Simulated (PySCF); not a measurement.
# Energy and ionisation energy along a bond of AlBH2N cation

These are calculations, not measurements. They come from PySCF 2.14.0, an open-source quantum chemistry program, on an isolated molecule that a program drew, which may never have been made. The molecule is AlBH2N cation (charge +1, singlet), drawn as the SMILES string `B=[N][AlH+]`.

The structure below is the HF double-zeta minimum with every atom moved a little at random, so it isn't optimised. Bond N2-Al3 is then set to each length in the table by shifting atoms 3, 5 along it, with nothing else relaxed.
```xyz
5
AlBH2N cation, angstrom
B    -2.0094   -1.9270   -0.7991
N    -1.3526   -0.9954   -1.0517
Al   -0.5372    0.5254   -1.2696
H    -2.3802   -3.0302   -0.4543
H     0.2312    1.8560   -1.6765
```

E is the energy above the same method's energy at the HF double-zeta minimum. IE is the energy to remove one electron at fixed geometry, to the doublet state of charge +2, as a difference of total energies. The basis family is cc-pV(n+d)Z, with UHF for radicals and no spin-orbit coupling. Best is HF at quadruple zeta, plus MP2 correlation extrapolated from triple and quadruple zeta, plus CCSD(T) minus MP2 at triple zeta, with a frozen core. The other columns are at triple zeta.

| bond (Å) | E r2SCAN (kcal/mol) | E PBE (kcal/mol) | E CCSD(T) (kcal/mol) | E best (kcal/mol) | IE r2SCAN (eV) | IE PBE (eV) | IE CCSD(T) (eV) | IE best (eV) | T1 |
|---|---|---|---|---|---|---|---|---|---|
| 1.7393 | 15.67 | 15.62 | 16.48 | 15.63 | 17.326 | 17.382 | 17.346 | 17.477 | 0.013 |
| 1.9453 | 31.93 | 29.92 | 31.94 | 31.37 | 16.542 | 16.692 | 16.555 | 16.687 | 0.014 |
| 2.0343 | 42.53 | 39.66 | 42.32 | 41.86 | 16.232 | 16.398 | 16.248 | 16.382 | 0.015 |
| 2.2133 | ? | ? | ? | ? | ? | ? | ? | ? | ? |
| 2.2283 | 67.83 | 63.14 | 67.34 | 67.01 | 15.627 | 15.822 | 15.654 | 15.789 | 0.017 |
| 2.3263 | 80.62 | 75.03 | 80.01 | 79.72 | 15.357 | 15.567 | 15.394 | 15.530 | 0.019 |

T1 is the CCSD diagnostic of the starting molecule.

**Estimate the best E and IE at 2.2133 Å from the other rows.**

A least-squares cubic in the inverse of the bond length through the other values of E best gives 65.03 kcal/mol there. A least-squares quadratic in the bond length through IE best gives 15.832 eV. The calculation gives 65.05 kcal/mol and 15.832 eV, so the fits miss by 0.02 kcal/mol and 0.000 eV. The same recipe one zeta lower moves these two values by 0.42 kcal/mol and 0.02 eV, a gauge of their own error. The rest of the row: E is 65.85 (r2SCAN), 61.30 (PBE), 65.38 (CCSD(T)); IE is 15.670 (r2SCAN), 15.864 (PBE), 15.696 (CCSD(T)); T1 is 0.017.
